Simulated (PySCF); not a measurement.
TPSS on La (lanthanum, neutral), [Xe] 5d1 6s2, 2D determinant. All numbers are calculated (PySCF 2.14, a scalar-relativistic core potential, in def2-TZVPPD with the def2 core potential (46 electrons)).

```
cycle= 1 E= -31.474145546242  delta_E= -0.0106  |g|= 0.0428  |ddm|= 0.838
cycle= 2 E= -31.4798367548266  delta_E= -0.00569  |g|= 0.0174  |ddm|= 0.348
cycle= 3 E= -31.4816000182722  delta_E= -0.00176  |g|= 0.0163  |ddm|= 0.211
cycle= 4 E= -31.4819584036793  delta_E= -0.000358  |g|= 0.00411  |ddm|= 0.0904
cycle= 5 E= -31.4819768355566  delta_E= -1.84e-05  |g|= 0.000547  |ddm|= 0.0126
cycle= 6 E= -31.4819772563274  delta_E= -4.21e-07  |g|= 0.000228  |ddm|= 0.00324
cycle= 7 E= -31.4819773679745  delta_E= -1.12e-07  |g|= 2.9e-05  |ddm|= 0.00202
cycle= 8 E= -31.4819773721208  delta_E= -4.15e-09  |g|= 8.39e-06  |ddm|= 0.000424
cycle= 9 E= -31.4819773724777  delta_E= -3.57e-10  |g|= 1.66e-06  |ddm|= 0.000123
converged SCF energy = -31.4819773724777  <S^2> = 1.4359519  2S+1 = 2.5968842
```

Highest occupied orbital energy: -3.255 eV; ⟨L²⟩ = 8.77; populations by l: s 3.54, p 6.00, d 1.45, f 0.00.

(1) Can this result be used?

Answers

(1) Not for this state. The calculation finished and met its thresholds. ⟨L²⟩ = 8.77 against 6 for a pure D term, so this real determinant mixes terms. Energies and moments cover only the electrons outside the core potential. Spin-orbit coupling, absent here, splits the open shell strongly. ⟨S²⟩ = 1.44 against 0.75 shows spin contamination. The s, p, d and f populations moved away from the nominal configuration during the SCF.
